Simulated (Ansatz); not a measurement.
Computed with Ansatz on PBE0-D4/def2-TZVP structures; ΔE is electronic, products minus reactants. CCSD(T)/CBS is the MP2 limit (def2-TZVPP, def2-QZVPP) plus CCSD(T) − MP2 in def2-TZVPP, frozen cores. DFT in def2-TZVPP. def2 core potentials past Kr. For I, Se outer-core shells are correlated without core-valence functions, which leaves a few kJ/mol of doubt a bond. Scalar relativity is left out up to krypton. Each species was taken in one conformer, which may not be the lowest.

Consider the formal exchange of groups at the Si–I bond: `N[SiH2]I` + `C[SeH]` → `N[SiH2]C[SeH]` + HI.

`N[SiH2]I`:

Cartesian coordinates in Å:
```
N -0.461 -0.560 -0.877
Si 0.378 0.006 0.494
I -0.051 2.360 1.104
H -1.456 -0.711 -0.824
H -0.198 -0.230 -1.792
H 1.830 -0.075 0.228
H -0.042 -0.789 1.667
```

`C[SeH]`:

Cartesian coordinates in Å:
```
C -0.114 -0.203 -0.494
Se -0.418 0.925 1.066
H 0.827 0.054 -0.974
H -0.936 0.003 -1.178
H -0.133 -1.254 -0.215
H 0.774 0.476 1.795
```

`N[SiH2]C[SeH]`:

Z-matrix (Å, degrees):
```
Si
C 1 1.871
N 1 1.714 2 108.2
H 1 1.489 2 111.9 3 -117.6
H 1 1.496 2 106.1 3 125.1
Se 2 1.961 1 109.7 3 -60.1
H 2 1.090 1 114.1 3 177.1
H 2 1.092 1 110.2 3 54.6
H 3 1.008 1 118.9 2 56.0
H 3 1.006 1 120.1 2 -159.9
H 6 1.470 2 95.2 1 -54.5
```

HI:

Cartesian coordinates in Å:
```
I 0.292 -0.039 0.749
H -0.292 0.039 -0.749
```

CCSD(T)/CBS gives +0.95 eV.

Q: Another level gave +0.99 eV. Which?
A. r2SCAN/def2-TZVPP
B. CCSD(T)/def2-TZVPP
C. SCS-MP2/def2-TZVPP
D. HF/def2-TZVPP

A: A. r2SCAN 0.99, SCS-MP2/def2-TZVPP 0.94, CCSD(T)/def2-TZVPP 0.88, HF/def2-TZVPP 1.09 eV.

Largest T1 diagnostic among the species: 0.009.

The D4 term adds −0.07 eV with B3LYP and −0.04 eV with PBE0; it sums over pairs of atoms, weighted by their polarisabilities, and B3LYP, whose exchange is more repulsive, gets the larger term. In def2-TZVPP, CCSD(T) changes the Hartree–Fock value by −0.21 eV (the triples alone add −0.02 eV) and MP2 by −0.14 eV.

B3LYP here is the variant with VWN-RPA as its local correlation; programs differ in this.
